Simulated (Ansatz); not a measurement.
Ansatz (a program for electronic structure) input for BaF2, SMILES [Ba]([F])[F] (connectivity only; charge and spin as stated), charge -1, multiplicity 2, PBE/def2-TZVPD. Geometry optimised at B3LYP-D3(BJ)/def2-TZVPD. The multiplicity is an assumed one; other spin states were not compared. The isomer is the one that the SMILES or the coordinates give; other isomers of the formula were not compared. The def2 effective core potentials stand for the cores of Ba; spin–orbit coupling is left out.

Ansatz 0.2 input:
```yaml
crystal:
  periodic: [false, false, false]
  atoms:
    - {symbol: Ba, position_ang: [0.00000000, 0.00000000, 0.30441106]}
    - {symbol: F, position_ang: [0.00000000, -1.93314824, -0.94705663]}
    - {symbol: F, position_ang: [0.00000000, 1.93314824, -0.94705663]}
basis:
  gaussian:
    orbitals: def2-TZVPD
hamiltonian:
  xc: {name: PBE}
total_charge: -1
magnetization: {spin_polarized: true, initial_magnetization: 1}
```

Program output:

```
WARN ansatz: RAYON_NUM_THREADS=1 ignored (pool sized by the plan → 1); use --threads N
Functional definition: PBE
integrals: 0.03 GiB planned
681 factors; their error is unknown
mean field: 0.36 GiB planned
mean field evaluation 1: about -6127.8733 eV, gradient 2.9e1 eV
mean field evaluation 2: about -6119.6890 eV, gradient 6.2e1 eV
mean field evaluation 4: about -6130.3869 eV, gradient 9.8e-1 eV
mean field evaluation 8: about -6130.3853 eV, gradient 1.9e-2 eV
mean field evaluation 16: about -6129.6401 eV, gradient 1.6e0 eV
mean field evaluation 32: about -6129.3495 eV, gradient 8.5e-2 eV
mean field evaluation 64: about -6130.3853 eV, gradient 2.0e-5 eV
mean field -6130.38529638 eV, -225.2875043176 hartree, gradient 3.2e-5 eV, S^2 0.750086; 7 other end points of the search recorded, 0 dependent functions left out
reference -6130.38536096 eV, -225.2875066907 hartree; 15, 14 occupied and 105, 106 virtual orbitals, 681 factors
Total energy: -6130.38536096 eV, -225.2875066907 hartree
```

Self-consistency was reached.
